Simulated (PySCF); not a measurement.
## Assignment exercise: C5H9OPSi

Numbering as in the mapped SMILES `[CH2:1]=[CH:2][O:3][Si@@H:4]([PH2:5])[C:6]#[C:7][CH3:8]`. Each H is labelled by its parent atom. Ha(C1) is cis to O3; Hb(C1) is trans to O3.

Theoretical values (PySCF 2.14.0 with density-fitted response routines): GFN2-xTB geometry, PBE0/pcSseg-1 with gauge-including orbitals. Equivalent nuclei averaged, a single conformation, no solvent model, relativity neglected.

References, each an isolated molecule treated in the same way: TMS for 13C (σ = 186.93 ppm), 1H (σ = 31.72 ppm).

**Question.** Assign these signals to the numbered atoms. 13C{1H} NMR (computed): δ 152.3, 116.2, 100.8, 85.2, 5.9.

**Answer.** 
152.3 → C2, alkene carbon bearing oxygen: an sp2 carbon further deshielded by the attached heteroatom
116.2 → C7, alkyne carbon
100.8 → C1, β carbon of an enol-ether or enamine type C=C: the O or N lone pair pushes π density onto this β carbon and shields it
85.2 → C6, alkyne carbon: the triple bond shields along its axis, which puts it between sp3 and sp2 carbons
5.9 → C8, propargylic methyl carbon: aliphatic region, no heteroatom directly attached

**Question.** Assign these signals to the numbered atoms. 1H NMR (400 MHz, computed): δ 6.66 (m, 1H), 5.76 (m, 1H), 4.86 (m, 1H), 4.53 (m, 1H), 2.09 (s, 3H), 1.12 (m, 2H).

**Answer.** 
6.66 → H(C2), hydrogen on an alkene carbon bearing oxygen: olefinic region
5.76 → H(Si4), hydrogen on a silicon bonded to C, O, P
4.86 → Ha(C1), hydrogen on a β carbon of an enol-ether or enamine type C=C: lone-pair donation from O or N shields it, upfield of ordinary alkene protons
4.53 → Hb(C1), hydrogen on a β carbon of an enol-ether or enamine type C=C
2.09 → H(C8), hydrogen on a propargylic methyl carbon
1.12 → H(P5), hydrogen on a phosphorus bonded to Si

Splittings by 31P in the carbon and heteronuclear signals aren't shown, as no couplings were computed. Shifts are as computed. Against solution values, carbons near 30 ppm lie about +3 ppm off and those near 130 ppm about +5 ppm. Of 1309 compounds with measured shifts, 239 miss one by over three times the rms of a fit or turn the order of signals round; such compounds aren't used in these exercises. Multiplicities follow the n + 1 count of equivalent neighbours, as no J values were calculated; m marks all less simple cases, F and P coupling included.
